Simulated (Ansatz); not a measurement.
Geometry optimisation, RKS PBE0-D4/def2-SVP in Ansatz 0.2.0.

The input (input.yaml):

```yaml
crystal:
  periodic: [false, false, false]
  atoms:
    - { symbol: B, position_ang: [-0.102357, -0.519378, -0.413912] }
    - { symbol: F, position_ang: [-0.062048, 0.176436, 2.006772] }
    - { symbol: H, position_ang: [0.962645, 0.003558, -0.56233] }
    - { symbol: Cl, position_ang: [-1.580391, 0.229533, -0.910087] }
    - { symbol: Cl, position_ang: [-0.142509, -2.254368, 0.14697] }
    - { symbol: H, position_ang: [-0.076341, -0.725081, 2.209187] }
basis:
  gaussian: { orbitals: def2-SVP }
hamiltonian:
  xc: pbe0
  dispersion: d4
relax:
  f_tol: 0.03
  max_steps: 50
```

Run as:

```bash
$ ansatz run input.yaml --threads 1 --pin off --max-ram 2048MiB --backend cpu --events-out ev --progress --plain --runs-dir out
```

Where does it end, and by what steps?

The forces met the threshold. After 8 steps the energy has fallen by 0.036 eV; H6 moved furthest, 0.07 Å.

| step | energy less start (eV) | largest force component (eV/Å) | accepted |
| --- | --- | --- | --- |
| 0 | 0.0000 | 1.065 | yes |
| 1 | -0.0235 | 0.478 | yes |
| 2 | -0.0251 | 0.364 | yes |
| 3 | -0.0324 | 0.232 | yes |
| 4 | -0.0340 | 0.256 | yes |
| 5 | -0.0349 | 0.081 | yes |
| 6 | -0.0355 | 0.061 | yes |
| 7 | -0.0359 | 0.057 | yes |
| 8 | -0.0361 | 0.012 | yes |

```xyz
6
Properties=species:S:1:pos:R:3
B -0.104 -0.531 -0.389
F -0.057 0.167 1.999
H 0.956 0.001 -0.551
Cl -1.577 0.224 -0.912
Cl -0.145 -2.202 0.183
H -0.074 -0.748 2.147
```

Whether the end is a true minimum wasn't checked by a vibrational analysis.

Run time: 27 s on 1 thread of Arm Neoverse V1 (shared host), peak memory 0.14 GiB.
